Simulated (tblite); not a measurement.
A geometry optimisation, step by step.

Species: C₇H₁₁BSe.
Atom-mapped SMILES: `[CH3:1][B:2]([CH3:3])[c:4]1[cH:5][cH:6][c:7]([CH3:8])[se:9]1` (hydrogens: H10, H11, H12 on C1; H13, H14, H15 on C3; H16 on C5; H17 on C6; H18, H19, H20 on C8)

Computed with GFN2-xTB (tblite), gas phase: L-BFGS steps from a force-field or distance-geometry start until the largest atomic force falls under 0.01 eV/Å. 5 of its 108 geometries are shown.

Step 0: E = -678.5090 eV, largest atomic force 4.793 eV/Å
```
atom  x, y, z in Å  |  force x, y, z in eV/Å
C1     -2.746   -1.212   -0.307   -0.208  -0.517   0.288
B2     -1.901    0.013    0.256    1.082   0.446  -1.201
C3     -2.573    1.435    0.236    0.747   0.829  -0.288
C4     -0.324    0.012    0.129   -0.468   0.820   1.881
C5      0.409   -0.758   -0.684   -3.548  -1.834  -1.403
C6      1.742   -0.676   -0.716    4.709  -0.305  -0.838
C7      2.400    0.190    0.107   -0.677   0.416   0.425
C8      3.890    0.392    0.202   -0.054   0.277   0.799
Se9     1.012    1.141    1.193    0.081  -1.374  -1.599
H10    -3.797   -1.195    0.081    0.896  -0.126  -0.380
H11    -2.282   -2.195   -0.047   -0.536   0.684  -0.365
H12    -2.815   -1.132   -1.423    0.113  -0.126   0.992
H13    -3.261    1.470   -0.625   -0.039   0.170   0.720
H14    -3.047    1.714    1.173   -0.347  -0.019  -0.250
H15    -1.797    2.229    0.048   -0.688  -0.635   0.224
H16    -0.126   -1.480   -1.373    0.582   0.817   0.794
H17     2.357   -1.314   -1.410   -0.650   0.640   0.677
H18     4.188    0.403    1.285   -0.166  -0.108  -0.905
H19     4.205    1.369   -0.209   -0.294  -0.392   0.107
H20     4.461   -0.394   -0.328   -0.534   0.338   0.323
```

Step 27: E = -679.4143 eV, largest atomic force 0.142 eV/Å
```
atom  x, y, z in Å  |  force x, y, z in eV/Å
C1     -2.696   -1.155   -0.301    0.003  -0.024  -0.006
B2     -1.813    0.127   -0.013    0.032  -0.039   0.062
C3     -2.501    1.522    0.268    0.070  -0.007  -0.012
C4     -0.278   -0.037   -0.044   -0.014   0.002  -0.104
C5      0.424   -0.935   -0.810    0.010  -0.007  -0.006
C6      1.833   -0.848   -0.785   -0.018   0.034   0.015
C7      2.338    0.109    0.046   -0.018   0.041  -0.033
C8      3.770    0.457    0.283   -0.028   0.006   0.004
Se9     0.958    1.070    0.877   -0.047   0.009  -0.065
H10    -3.682   -1.115    0.156    0.009   0.049   0.018
H11    -2.210   -2.070    0.029   -0.029  -0.039   0.014
H12    -2.863   -1.268   -1.372    0.020   0.050  -0.036
H13    -3.295    1.730   -0.451   -0.011  -0.048   0.058
H14    -2.966    1.536    1.255    0.002  -0.049  -0.061
H15    -1.807    2.360    0.232    0.072   0.012   0.039
H16    -0.087   -1.657   -1.430    0.051   0.040   0.039
H17     2.457   -1.489   -1.393   -0.026   0.051   0.130
H18     3.999    0.486    1.349   -0.047  -0.070   0.026
H19     3.987    1.452   -0.110    0.011  -0.029  -0.071
H20     4.428   -0.265   -0.197   -0.042   0.017  -0.010
```

Step 54: E = -679.4592 eV, largest atomic force 0.067 eV/Å
```
atom  x, y, z in Å  |  force x, y, z in eV/Å
C1     -2.734   -1.138   -0.346   -0.014  -0.003  -0.009
B2     -1.811    0.121   -0.083    0.035  -0.028  -0.003
C3     -2.454    1.494    0.355    0.014  -0.011  -0.003
C4     -0.286   -0.006   -0.221    0.021  -0.017   0.005
C5      0.455   -0.988   -0.832    0.011  -0.007  -0.013
C6      1.857   -0.874   -0.758   -0.015  -0.042   0.050
C7      2.318    0.194   -0.046   -0.025  -0.023   0.010
C8      3.740    0.498    0.279   -0.015   0.003  -0.020
Se9     0.906    1.251    0.565   -0.016   0.012  -0.002
H10    -3.716   -1.036    0.110   -0.017   0.003  -0.004
H11    -2.297   -2.068    0.012    0.020   0.019  -0.002
H12    -2.900   -1.271   -1.415    0.026   0.028  -0.018
H13    -3.240    1.808   -0.329   -0.006  -0.008  -0.004
H14    -2.927    1.400    1.332   -0.012  -0.006   0.011
H15    -1.728    2.305    0.421    0.004   0.011   0.013
H16    -0.016   -1.809   -1.351   -0.016   0.031   0.006
H17     2.525   -1.592   -1.209   -0.031  -0.008   0.012
H18     3.891    0.482    1.360    0.013   0.017  -0.028
H19     4.022    1.486   -0.085    0.010   0.006   0.004
H20     4.392   -0.246   -0.174    0.014   0.022  -0.005
```

Step 80: E = -679.4840 eV, largest atomic force 0.055 eV/Å
```
atom  x, y, z in Å  |  force x, y, z in eV/Å
C1     -2.727   -1.062   -0.539   -0.001  -0.001  -0.008
B2     -1.807    0.133   -0.060   -0.014   0.004  -0.009
C3     -2.475    1.456    0.483    0.018   0.003   0.004
C4     -0.281   -0.009   -0.153   -0.027  -0.046   0.015
C5      0.444   -1.087   -0.603    0.011  -0.003  -0.021
C6      1.846   -0.981   -0.558    0.003   0.016   0.008
C7      2.324    0.196   -0.060    0.012   0.015   0.016
C8      3.756    0.558    0.136    0.001  -0.005  -0.001
Se9     0.928    1.342    0.410    0.019   0.015   0.013
H10    -3.763   -0.960   -0.226    0.004   0.011  -0.008
H11    -2.371   -2.031   -0.197   -0.002  -0.009  -0.005
H12    -2.724   -1.101   -1.629   -0.012  -0.023   0.000
H13    -3.206    1.848   -0.223    0.024   0.004   0.004
H14    -3.027    1.262    1.403    0.019  -0.012  -0.007
H15    -1.755    2.248    0.696    0.006   0.011  -0.003
H16    -0.041   -1.973   -0.980   -0.007   0.008   0.010
H17     2.502   -1.772   -0.889   -0.025   0.001   0.002
H18     4.011    0.547    1.198   -0.011   0.015  -0.022
H19     3.966    1.556   -0.248   -0.015  -0.020   0.011
H20     4.396   -0.160   -0.375   -0.002   0.017  -0.002
```

Step 107: E = -679.4867 eV, largest atomic force 0.008 eV/Å
```
atom  x, y, z in Å  |  force x, y, z in eV/Å
C1     -2.743   -1.054   -0.568    0.002   0.002  -0.001
B2     -1.810    0.120   -0.062    0.003   0.002  -0.002
C3     -2.449    1.451    0.495    0.000  -0.006   0.001
C4     -0.285   -0.038   -0.132   -0.003  -0.002  -0.003
C5      0.446   -1.113   -0.576   -0.001  -0.005   0.000
C6      1.848   -0.995   -0.535   -0.003  -0.001  -0.007
C7      2.318    0.191   -0.052   -0.002   0.003  -0.001
C8      3.746    0.580    0.120    0.001  -0.002   0.002
Se9     0.916    1.327    0.419   -0.003   0.004   0.006
H10    -3.785   -0.921   -0.290   -0.003   0.004   0.000
H11    -2.424   -2.029   -0.206    0.002   0.000   0.008
H12    -2.707   -1.108   -1.656    0.001  -0.001  -0.005
H13    -3.169    1.873   -0.204    0.000   0.001  -0.001
H14    -3.002    1.254    1.413   -0.002   0.000   0.002
H15    -1.710    2.223    0.720   -0.003  -0.001  -0.001
H16    -0.035   -2.005   -0.942    0.004   0.004   0.002
H17     2.506   -1.784   -0.865    0.000  -0.003   0.001
H18     4.015    0.582    1.177    0.003   0.003   0.000
H19     3.925    1.581   -0.271    0.004  -0.005   0.000
H20     4.393   -0.124   -0.398    0.001   0.004  -0.001
```

Task: Summarise the path.

Result: The energy falls by 94.33 kJ/mol from step 0 to step 107; nine tenths of that is first reached at step 22. It falls at every step. The largest force goes from 4.793 to 0.008 eV/Å. Among the bonds C4–Se9 changes most, from 2.047 to 1.900 Å; the atoms move by 0.454 Å rms after alignment.

What follows is the cost of the whole relaxation. On one thread of an Intel Xeon at 2.50 GHz, no GPU, on a shared host, this took 2.6 s.
